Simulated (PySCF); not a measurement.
# Dipole moment and polarisability of `OCC1=CCCC=C1`

Species: C₇H₁₀O.
Structure used (GFN2-xTB), in Å, numbered top down from 1:
```xyz
18
C7H10O angstrom
O      3.0116   -0.0768    0.6812
C      2.2027   -0.3677   -0.4400
C      0.7429   -0.1010   -0.1820
C      0.0098    0.7287   -0.9256
C     -1.4262    1.0071   -0.5905
C     -2.0859   -0.1984    0.0796
C     -1.1810   -0.8090    1.1087
C      0.1400   -0.7695    0.9643
H      2.8486    0.8350    0.9467
H      2.3607   -1.4328   -0.6361
H      2.5396    0.2031   -1.3180
H      0.4395    1.2634   -1.7611
H     -1.4573    1.8688    0.0886
H     -1.9791    1.2844   -1.4894
H     -2.3076   -0.9626   -0.6757
H     -3.0344    0.0968    0.5312
H     -1.6428   -1.3297    1.9343
H      0.8101   -1.2336    1.6721
```

Level: wB97X-D/def2-SVPD (PySCF), static field, nuclei fixed, core orbitals frozen in the response. The polarisability tensor in these axes (au):

```
x   101.56  -3.10  -0.52
y    -3.10  74.50 -11.02
z    -0.52 -11.02  78.63
```

**Question.** Diagonalise the tensor; give its mean and Δα, where Δα² is half the sum of the squared differences of the eigenvalues.

**Answer.** Principal values 65.15, 87.61 and 101.94 au; mean 84.90 au = 12.58 Å³ = 14.00 × 10⁻⁴⁰ C²·m²/J; Δα = 32.11 au (38 % of the mean).

**Question.** What is the dipole moment, and where does it point?

**Answer.** (-1.64, 1.13, -0.75) D, 2.12 D in size, pointing from the negative to the positive side. Measured along this direction, the outermost atoms are O1 at the negative end and H14 at the positive end.

**Question.** What are the principal values of the traceless quadrupole moment, Θ = ½Σq(3rr − r²1), about the centre of nuclear charge?

**Answer.** -6.55, 1.50, 5.05 D·Å. The values depend on the origin, since the dipole doesn't vanish. The electronic extent ⟨r²⟩ about the same centre is 1057 bohr², a root-mean-square distance of 2.22 Å for the 60 electrons.

**Question.** Orientational against electronic polarisability at 298 K (dilute gas, rigid molecules)?

**Answer.** In Gaussian units μ²/3kT = 36.55 Å³ against 12.58 Å³, a ratio of 2.91; the Debye molar polarisation (4π/3)N_A(α + μ²/3kT) is 123.9 cm³/mol, leaving out the vibrational part.

**Question.** What molar refraction does this α imply?

**Answer.** Lorentz–Lorenz: R = (4π/3)N_A α = 2.5225 cm³/(mol·Å³) × 12.58 Å³ = 31.7 cm³/mol, in the limit of long wavelengths.

The structure is a single GFN2-xTB conformer in the gas phase; no vibrational or solvent corrections.

These values come from a run that also computed excited states. Hardware: one thread, Arm Neoverse V1 (shared host). Cost: 58 s wall.
